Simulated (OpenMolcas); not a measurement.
A run on Ar II.

```json
{
 "Program": "OpenMolcas",
 "Method": "MS-RASPT2, IPEA 0.25 Eh, imaginary shift 0.1 Eh (closed shells correlated: 2s 2p 3s)",
 "Basis": "ANO-R3 [6s5p4d2f1g]",
 "Scalar Hamiltonian": "X2C, finite nucleus",
 "Active space": "5 electrons in 9 orbitals (RAS2 3p; RAS3 3d 4s, at most 1 electron)",
 "State averaging": "2S+1 = 2 odd, 3 roots; 2S+1 = 4 even, 18 roots; 2S+1 = 2 even, 46 roots",
 "Spin-orbit coupling": "RASSI with atomic mean-field integrals over the reference wave functions, term energies averaged over their components"
}
```

First CASPT2 step and the start of its output:

```
&CASPT2
Multistate=3 1 2 3
Frozen=1 0
IPEA=0.25
Imaginary=0.1
MaxIter=60
WThr=0.0 0.3 0.05
PrWF=0.5
NoMix
```

```
--- CASPT2 ---
Orbital specifications:
      -----------------------

      Symmetry species                           1   2
                                                ag  au
      Frozen orbitals                            1   0
      Inactive orbitals                          2   3
      Active orbitals                            6   3
      Secondary orbitals                        26  23
      Deleted orbitals                           0   0
      Number of basis functions                 35  29
Type of calculation                        MS-CASPT2
      Fock operator                              state-specific
      IPEA shift                                 0.25
      Real shift                                 0.00
      Imaginary shift                            0.10
      The input orbitals will be transformed to quasi-canonical
Reference energy:        -528.0888883272
      E2 (Non-variational):      -0.3800145150
      Shift correction:          -0.0000859737
      E2 (Variational):          -0.3801004886
      Total energy:            -528.4689888158
      Residual norm:              0.0000006782
      Reference weight:           0.96577
      Contributions to the CASPT2 correlation energy
      Active & Virtual Only:         -0.0474930113
      One Inactive Excited:          -0.1117042845
      Two Inactive Excited:          -0.2208172191
Reference energy:        -528.0888883272
      E2 (Non-variational):      -0.3800145150
      Shift correction:          -0.0000859737
      E2 (Variational):          -0.3801004886
      Total energy:            -528.4689888158
      Residual norm:              0.0000006782
      Reference weight:           0.96577
      Contributions to the CASPT2 correlation energy
      Active & Virtual Only:         -0.0474930113
...
```

Over all roots the printed reference weights run from 0.46 to 0.97, and roots that are degenerate in the reference spread by up to 940 cm-1.

Task: Did the run give usable levels, and if not, why?

Result: No. The equations converged, but the reference weight falls to 0.46 for at least one root against 0.97 for the best. A drop of that size marks an intruder state, so the energies of such roots and the levels built on them can't be trusted.
